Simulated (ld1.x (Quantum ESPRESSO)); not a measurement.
**Be (Z = 4), ultrasoft: configuration errors across variants**

```
Element                 : Be
Generator               : ld1.x (Quantum ESPRESSO) 7.5
Type                    : ultrasoft
Functional              : Wu–Cohen
Relativity              : scalar-relativistic
Frozen core             : [He]
Valence charge          : 2
Reference configuration : 2s0.5 2p0 (charge +1.5)
Partial waves           : 2s (bound): rcut 1.85, rcutus 2.25 bohr; 2s channel at -0.05 Ry: rcut 1.85, rcutus 2.25 bohr; 2p (bound, empty): rcut 2.45, rcutus 3.20 bohr; 2p channel at -0.15 Ry: rcut 2.45, rcutus 3.20 bohr; 3d channel at 0.2 Ry: rcut 2.55, rcutus 2.70 bohr
Local potential         : all-electron potential smoothed inside 2.60 bohr (lloc = -2)
Core correction         : a·sin(br)/r model core inside 1.15 bohr
Augmentation charge     : PSQ, radius 1.50 bohr
```

All-electron excitation energies from the reference (eV): (1) 2s2 2p0 -17.328; (2) 2s1 2p0 -7.860; (3) 2s1.5 2p0 -13.602.

Tests that are not counted but printed errors over 1 eV. “wave 2p channel at -0.15 Ry: rcut 2.45, rcutus 3.20 bohr becomes 2p channel at -0.52 Ry: rcut 2.45, rcutus 3.20 bohr”: 2s0 2p2 (solver errors, printed error -14.4 eV).

A true bound ghost makes a file unfit for plane-wave use even where its test errors are small: the radial tests pick states by their node count and pass the ghost by.

Errors AE − PS in meV (a dash: test not solved or not reliable):

```csv
change,(1),(2),(3),bound ghosts
base,+51,+18,+38,none
local potential all-electron potential smoothed inside 1.38 bohr (lloc = -2),+51,+18,+38,none
"wave 2p channel at -0.15 Ry: rcut 2.45, rcutus 3.20 bohr becomes 2p channel at -0.52 Ry: rcut 2.45, rcutus 3.20 bohr",+51,+18,+38,none
"wave 3d channel at 0.2 Ry: rcut 2.55, rcutus 2.70 bohr becomes 3d channel at 0.2 Ry: rc 2.70 bohr; local potential the d channel",+50,+17,+37,none
"waves 2p (bound): rcut 2.34, rcutus 2.48 bohr; 2p channel at -0.15 Ry: rcut 2.34, rcutus 2.48 bohr",+51,+18,+38,none
"wave 3d channel at 0.2 Ry: rcut 2.55, rcutus 2.70 bohr becomes 3d channel at 0.2 Ry: rcut 2.22, rcutus 2.36 bohr",+51,+18,+38,none
```

(1) Give the same row for: augmentation built from norm-conserving waves at rcut, not smoothed further.

Answers

(1) +51, +17, +37; bound ghosts: p.
